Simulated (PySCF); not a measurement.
Computed with PBE-D3(BJ)/def2-TZVP // B3LYP-D3(BJ)/def2-TZVP (PySCF). All species are isolated molecules in the gas phase. One relaxed conformer stands for a flexible species; it need not be the lowest. Excitations are Tamm–Dancoff values on a coarser integration grid. The basis has no diffuse functions, so Rydberg states are missing or too high.

Reference species (SMILES): `[OH][Ge]([OH])([OH])[OH]` (neutral, multiplicity 1).

```json
{
 "S1 excitation (TDA)": "6.21 eV",
 "HOMO–LUMO gap": "6.06 eV",
 "S1–T1 gap (TDA)": "0.32 eV",
 "T1 excitation (TDA)": "5.89 eV"
}
```

Changed species: `[OH][Ge]([OH])([OH])[SH]` (1 of 4 OH replaced by SH; the reference has 0 of 4 OH replaced by SH).

Q: Predict the effect on the S1 excitation (TDA), HOMO–LUMO gap, S1–T1 gap (TDA) and T1 excitation (TDA).

A: the S1 excitation (TDA) falls by 0.98 eV, to 5.23 eV; the HOMO–LUMO gap falls by 1.00 eV, to 5.06 eV; the S1–T1 gap (TDA) rises by 0.06 eV, to 0.38 eV; the T1 excitation (TDA) falls by 1.04 eV, to 4.85 eV.
